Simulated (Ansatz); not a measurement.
`Cl[Si](Cl)(Cl)[SeH]` + H₂Te → `Cl[Si](Cl)(Cl)[TeH]` + H₂Se at 298.15 K and 1 bar (ligand exchange at the Si–Se bond).

Program: Ansatz. Geometries: PBE0-D4/def2-TZVP. ΔE: electronic, gas phase. CCSD(T)/CBS is the MP2 limit (def2-TZVPP, def2-QZVPP) plus CCSD(T) − MP2 in def2-TZVPP, frozen cores. def2 core potentials past Kr. For Se, Te outer-core shells are correlated without core-valence functions, which leaves a few kJ/mol of doubt a bond. Scalar relativity is left out up to krypton. One conformer a species, not always the lowest.

```
              species  CCSD(T)/CBS energy (Eh)  H − E (kJ/mol)  S (J/(mol·K))
`Cl[Si](Cl)(Cl)[SeH]`              -4069.90520            59.4          379.6
                 H₂Te               -268.91024            41.3          228.4
`Cl[Si](Cl)(Cl)[TeH]`              -1936.91665            56.8          391.0
                 H₂Se              -2401.89790            45.8          219.1
```

H − E and S are ideal-gas, rigid-rotor, harmonic terms from PBE0-D4/def2-TZVP, for one conformer and one mirror image of each species. 1 Eh = 2625.50 kJ/mol, R = 8.31446 J/(mol·K).

Task: By hand: ΔE, ΔH, ΔS and ΔG.

Result: ΔE = (-1936.91665) + (-2401.89790) − (-4069.90520) − (-268.91024) = 0.00089 Eh = 2.3 kJ/mol. Δ(H − E) = 56.8 + 45.8 − 59.4 − 41.3 = 1.9, so ΔH = 4.2 kJ/mol. ΔS = 391.0 + 219.1 − 379.6 − 228.4 = 2.1 J/(mol·K). ΔG = 4.2 − 298.15 × (2.1)/1000 = 3.6 kJ/mol.

Task: By hand: the equilibrium constant, and the temperature at which ΔG would vanish if ΔH and ΔS stayed fixed.

Result: log₁₀ K = −ΔG/(RT ln 10) = -0.6. ΔG = 0 at ΔH/ΔS = 2000 K, though so small a ΔH makes that figure unsure.

The number of gas molecules stays the same, so ΔS is small and ΔH decides. The sign of ΔG lies within the doubt. A doubt of 5 kJ/mol in ΔE shifts log₁₀ K by 0.9 here. Other conformers and mirror images would add mixing entropy, several J/(mol·K) or more a flexible species. These are equilibria of isolated gas molecules and say nothing of rates. Largest T1 diagnostic: 0.010 (customary marks: 0.02 for closed shells, 0.045 for open ones).
